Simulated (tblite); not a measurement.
C₃H₇O (SMILES C[CH]OC), doublet, at a GFN2-xTB geometry; GFN1-xTB in tblite.

Input for tblite:
```
$ tblite run mol.xyz --method gfn1 --charge 0 --spin 1 --efield 0,0,0.1 --json tblite.json --no-restart

# file mol.xyz
11

O      0.07101639    -0.66456001     0.19109071
C     -0.06692834     0.67303357    -0.09082657
C      1.35818535    -1.19034893     0.02589577
C     -1.44549983     1.21108447    -0.04695723
H      0.68863969     1.12953665    -0.71319426
H      1.29299347    -2.25508650     0.24458366
H      1.71840718    -1.04941663    -1.00022698
H      2.07110162    -0.72074430     0.71400912
H     -1.97038421     1.09659057    -1.00448575
H     -2.01653063     0.67958044     0.71033681
H     -1.42690127     2.27340509     0.19157975
```

Write the output that tblite gives for this input, abridged.


```
xTB calculator
 | screened Coulomb repulsion
 | Coulomb electrostatics
 |  * isotropic Klopman-Ohno-Mataga-Nishimoto electrostatics
 |  * onsite third-order electrostatics
 | DFT-D3(BJ) dispersion correction
 | Interactions (1)
 | [1] electric field

halogen bonding energy    0.0000000000000E+00 Eh
repulsion energy          1.5228280567145E-01 Eh
dispersion energy        -2.5518552327230E-03 Eh
interaction energy        0.0000000000000E+00 Eh
number of electrons       2.5000000000000E+01 e
integral cutoff           1.9731147476801E+01 bohr

------------------------------------------------------------
  cycle        total energy    energy error   density error
------------------------------------------------------------
      1     -14.66013529096  -1.4809866E+01   3.6334633E-01
      2     -14.73806835521  -7.7933064E-02   2.0879710E-01
      3     -14.73865015779  -5.8180258E-04   5.3322107E-02
      4     -14.73945720497  -8.0704718E-04   3.9429733E-03
      5     -14.73951375437  -5.6549395E-05   1.4614974E-03
      6     -14.73952019019  -6.4358210E-06   5.8110888E-04
      7     -14.73952163328  -1.4430900E-06   3.4807416E-05
      8     -14.73952163195   1.3250130E-09   2.5512241E-05
      9     -14.73952163448  -2.5308733E-09   5.0597355E-06
------------------------------------------------------------

electronic energy        -1.4889252584923E+01 Eh
total energy             -1.4739521634484E+01 Eh

Post processing:
 | Mayer-Wiberg bond orders

[Info] JSON dump of results written to 'tblite.json'
```
